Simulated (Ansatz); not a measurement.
`CSB(O)Cl`, charge 0, multiplicity 1.

(1) Give a relaxed structure at PBE0-D4/def2-TZVP (Ansatz). (An estimate is asked.)

Answers

(1) The calculation gave: 
```xyz
9

C     0.770    1.233    0.521
S    -0.989    0.805    0.492
B    -0.946   -0.802   -0.293
O     0.215   -1.370   -0.688
Cl   -2.491   -1.636   -0.543
H     0.846    2.216    0.985
H     1.331    0.510    1.109
H     1.172    1.276   -0.489
H     0.092   -2.232   -1.095
```
Point group Cs.
This is one stationary point; other conformers may exist.
